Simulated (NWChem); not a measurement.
SiSH cation, singlet; SMILES [Si]=[SH+]

Results from NWChem. Low-valent species are run as closed-shell singlets; no triplet was tried in these runs. Geometry: optimised at PBE0/def2-SVP. Vertical excitations in the gas phase; the lowest state need not have the same character in each row.

For level B3LYP/aug-cc-pVDZ, full TDDFT:

- lowest excitation, singlet (eV) = 3.51
- orbital gap (eV) = 4.80

### Question
Estimate the same quantities for level PBE/aug-cc-pVDZ, full TDDFT.

### Answer
The lowest excitation, singlet (eV) is 3.36 and the orbital gap (eV) is 3.21.
